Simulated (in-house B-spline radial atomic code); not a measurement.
## How G0W0 and RPA depend on the start: Ru³⁺

Configuration [Kr] 4d5, highest spin. Computed with a B-spline radial code for spherical atoms: all electrons, non-relativistic, point nucleus, each spin shell either full or empty, empty states to l = 9 with an (l + 1/2)⁻⁴ tail; G0W0 by contour deformation at full frequency.

Without relativity these are model numbers: it shifts the levels of so heavy an element strongly and can reorder them.

```tsv
start	mean-field 4d up (eV)	G0W0 (eV)	QP weight	RPA correlation (Eh)
Hartree-Fock	-46.76	?	?	?
LDA VWN5	-39.41	-46.68	0.926	-3.0588
PBE	-39.35	-46.61	0.926	-3.054
PBE0	-41.43	-46.76	0.946	-2.9858
r2SCAN	-39.83	-46.62	0.937	-3.009
HSE06	-41.00	-46.75	0.943	-2.9915
B3LYP (VWN-RPA)	-40.86	-46.77	0.942	-3.0009
SCAN	-39.77	-46.59	0.937	-3.0067
TPSS	-39.33	?	?	?
BHandHLYP	-43.19	-46.89	0.955	-2.9242
CAM-B3LYP	-42.72	-46.91	0.952	-2.9719
LC-wPBE	-44.24	-46.94	0.958	-2.9706
wB97X	-43.62	-46.82	0.957	-2.9576
PBEsol	-39.32	-46.63	0.927	-3.0555
BLYP	-39.02	-46.64	0.923	-3.0558
r2SCAN0	-41.79	-46.75	0.949	-2.9562
LDA exchange-only	-38.20	-46.79	0.899	-3.0583
```

(1) What G0W0 level, weight and RPA correlation energy follow from the TPSS start?

(2) What G0W0 level, weight and RPA correlation energy follow from the Hartree-Fock start?

(3) How much of the dependence on the start does G0W0 remove?

Answers

(1) G0W0 level -46.61 eV, weight 0.929, RPA correlation -3.0402 hartree.

(2) G0W0 level -47.09 eV, weight 0.967, RPA correlation -2.8098 hartree.

(3) The mean-field levels span 8.56 eV and the G0W0 levels 0.509 eV. Against 45 ± 1.7 eV (NIST, tabulated theory) the G0W0 removal energies are off by +1.59 to +2.09 eV, with relativity, Breit and QED terms left out.
